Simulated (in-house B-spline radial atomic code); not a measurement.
Successive ionisation energies of cerium; each step leads to the configuration of the next row (after the last: [Ar] 3d1). Dirac energy differences include first-order Breit, QED and recoil terms. NIST's values go from ground level to ground level; the uncertainty of those that are theory runs from under 0.1 % in few-electron ions to several per cent in heavy many-electron ones. Computed with an all-electron radial atomic-structure program (B-spline basis): Dirac-Hartree-Fock, average of the configuration, finite nuclei.

```
  ion      configuration  ionisation energy (eV)  tabulated value (eV)  computed minus tabulated (eV)  highest orbital  largest mean radius (bohr)
Ce26+  [Ar] 3d10 4s2 4p2                   908.8                   924                          -15.2            4p3/2                     0.59444
Ce27+  [Ar] 3d10 4s2 4p1                   948.0                   965                          -17.0            4p3/2                     0.58948
Ce28+      [Ar] 3d10 4s2                  1059.2                  1060                           -0.8            4s1/2                     0.56685
Ce29+      [Ar] 3d10 4s1                  1102.0                1103.5                           -1.5            4s1/2                     0.56242
Ce30+          [Ar] 3d10                  1916.1                  1908                            8.1            3d5/2                     0.27305
Ce31+           [Ar] 3d9                  2007.1                  1994                           13.1            3d5/2                     0.27094
Ce32+           [Ar] 3d8                  2099.7                  2087                           12.7            3d5/2                     0.26917
Ce33+           [Ar] 3d7                  2193.8                  2185                            8.8            3d5/2                     0.26747
Ce34+           [Ar] 3d6                  2289.6                  2280                            9.6            3d5/2                     0.26578
Ce35+           [Ar] 3d5                  2386.8                  2378                            8.8            3d5/2                      0.2641
Ce36+           [Ar] 3d4                  2485.7                  2500                          -14.3            3d5/2                     0.26243
Ce37+           [Ar] 3d3                  2586.1                  2600                          -13.9            3d5/2                     0.26077
Ce38+           [Ar] 3d2                  2688.0                  2706                          -18.0            3d5/2                     0.25913
```

(1) Where is the largest jump?

Where a p, d or f electron is removed, the computed value is a mean over both j, so it misses the tabulated one by a part of the spin-orbit splitting; averaging over terms and missing correlation add to the gap, relatively most at low charge.

Results:

(1) From Ce29+ to Ce30+, by a factor of 1.74 (1102 to 1916.1 eV); the highest orbital goes from 4s1/2 to 3d5/2.
